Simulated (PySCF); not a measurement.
**Worked example: entropy of an ideal gas**

1,1-dibromo-1-chloroethane (C₂H₃Br₂Cl), SMILES CC(Cl)(Br)Br.

The structure is a stationary point at B3LYP-D3(BJ)/def2-SVP.

B3LYP-D3(BJ)/def2-SVP (PySCF 2.14.0) gives the harmonic wavenumbers 160, 192, 262, 282, 313, 314, 454, 613, 677, 1074, 1079, 1087, 1393, 1450, 1450, 3051, 3148, 3159 cm⁻¹ and the rotational temperatures 0.0871, 0.0502, 0.0391 K. The molar mass is 222.30 g/mol, the symmetry number 1, the spin multiplicity 1.

Q: Work out the entropy at 298.15 K and 1 atm in the rigid-rotor, harmonic-oscillator model.

A: 
Translation (Sackur–Tetrode at 1 atm): S = R[1.5 ln M + 2.5 ln T − 1.16487] = 176.1 J/(mol K).
Rotation: q = (√π/σ) T^1.5/√(θA θB θC) = 698000, S = R[ln q + 3/2] = 124.3 J/(mol K).
Vibration: with u = 1.4388 ν/T, each mode gives R[u/(e^u − 1) − ln(1 − e^−u)]:
```tsv
ν (cm⁻¹)	modes	u	S (J/(mol K))
160	1	0.77	10.67
192	1	0.93	9.24
262	1	1.26	6.90
282	1	1.36	6.37
313	1	1.51	5.63
314	1	1.52	5.61
454	1	2.19	3.28
613	1	2.96	1.79
677	1	3.27	1.40
1074	1	5.18	0.29
1079	1	5.21	0.28
1087	1	5.25	0.28
1393	1	6.72	0.08
1450	2	7.00	0.12
```
The stiffer modes add less than 0.005 each. Sum 51.9 J/(mol K).
Spin: R ln 1 = 0.0 J/(mol K).
Total 352.4 J/(mol K); the program's own thermochemistry gives 352.4. Translation makes up 50 % and vibration 15 %. Anharmonicity, hindered rotation and orbital degeneracy are left out.
